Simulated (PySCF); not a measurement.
This PySCF input asks for the NMR shieldings of `C[NH][AlH][C](=C)CC#CC`, C7H12AlN; the geometry comes from GFN2-xTB.

```python
import basis_set_exchange as bse
import numpy as np
from pyscf import gto, dft
from pyscf.prop import nmr

atoms = """
C     0.146027   -3.182111    0.563078
C    -0.001644   -1.866553    0.702911
C    -1.245231   -1.263386    1.315274
C    -1.711181   -0.179236    0.469721
C    -2.070566    0.694894   -0.269486
C    -2.524874    1.764321   -1.134218
Al    1.457547   -0.798384   -0.123940
N     1.585385    0.982662   -0.093717
C     2.667195    1.886528   -0.473263
H    -0.579418   -3.918908    0.887026
H     1.048976   -3.574596    0.106369
H    -1.003550   -0.857996    2.304349
H    -2.038465   -2.010486    1.434630
H    -2.322258    2.732417   -0.675583
H    -3.597326    1.674624   -1.306236
H    -2.008885    1.712215   -2.092834
H     2.536883   -1.647906   -0.828466
H     0.776590    1.519357    0.213438
H     3.514145    1.293517   -0.818310
H     2.996101    2.497215    0.374336
H     2.365630    2.558756   -1.283169
"""
names = dict.fromkeys(["C", "Al", "N", "H"], "pcSseg-1")
basis = {el: gto.basis.parse(bse.get_basis(n, elements=[el], fmt="nwchem")) for el, n in names.items()}
mol = gto.M(atom=atoms, basis=basis, charge=0, verbose=0)
mf = dft.RKS(mol, xc="PBE0")
mf.grids.level = 2
mf.grids.alignment = dft.numint.BLKSIZE   # the property module wants whole blocks of grid points
mf.conv_tol = 1e-9
mf.kernel()

calc = nmr.RKS(mf)   # GIAO
C = mf.mo_coeff
Co = C[:, mf.mo_occ > 0]
resp = mf.gen_response(singlet=True, hermi=2)
def vind(x):   # induced exchange potential for any number of trial vectors
    d = np.einsum("pi,xij,qj->xpq", C, 2 * x.reshape(-1, C.shape[1], Co.shape[1]), Co, optimize=True)
    return np.einsum("xpq,pi,qj->xij", resp(d - d.transpose(0, 2, 1)), C, Co, optimize=True).ravel()
mo1, _ = nmr.rhf.solve_mo1(calc, with_cphf=vind)
sigma = calc.kernel(mo1)
for i, s in enumerate(sigma):   # ppm
    w = np.linalg.eigvalsh((s + s.T) / 2)
    print("%2d %-2s iso %8.1f  s11 %8.1f  s22 %8.1f  s33 %8.1f" % (i, mol.atom_pure_symbol(i), w.mean(), *w))
```

Q: Give the expected output.

A: 
```
 0 C  iso     46.9  s11    -74.2  s22     63.7  s33    151.1
 1 C  iso     19.4  s11    -88.7  s22    -11.3  s33    158.2
 2 C  iso    155.1  s11    142.3  s22    151.2  s33    171.9
 3 C  iso     98.8  s11      6.3  s22     17.2  s33    272.9
 4 C  iso    102.6  s11     19.4  s22     28.7  s33    259.8
 5 C  iso    182.1  s11    174.6  s22    175.6  s33    196.3
 6 Al iso    366.7  s11    347.9  s22    368.3  s33    383.9
 7 N  iso    195.8  s11    137.5  s22    223.2  s33    226.8
 8 C  iso    151.6  s11    125.0  s22    145.6  s33    184.2
 9 H  iso     25.4  s11     21.6  s22     25.2  s33     29.3
10 H  iso     25.8  s11     22.5  s22     24.4  s33     30.3
11 H  iso     28.5  s11     25.1  s22     27.2  s33     33.3
12 H  iso     28.8  s11     24.4  s22     28.2  s33     33.8
13 H  iso     29.7  s11     24.9  s22     28.0  s33     36.4
14 H  iso     29.7  s11     24.2  s22     27.7  s33     37.1
15 H  iso     29.7  s11     24.7  s22     28.6  s33     35.9
16 H  iso     27.2  s11     23.9  s22     25.7  s33     32.1
17 H  iso     29.4  s11     21.0  s22     30.4  s33     36.9
18 H  iso     28.5  s11     24.5  s22     27.1  s33     34.0
19 H  iso     28.6  s11     23.3  s22     26.6  s33     35.8
20 H  iso     28.6  s11     23.2  s22     27.0  s33     35.6
```

These numbers come from an equivalent density-fitted implementation of the same equations, which agrees with the script to about 0.01 ppm for H and up to a few tenths of a ppm for heavy atoms, so last digits may differ.

Size and cost of the density-fitted run: 220 basis functions, 84 s wall time on 1 thread of an Arm Neoverse N1, shared host; peak memory 0.99 GiB.
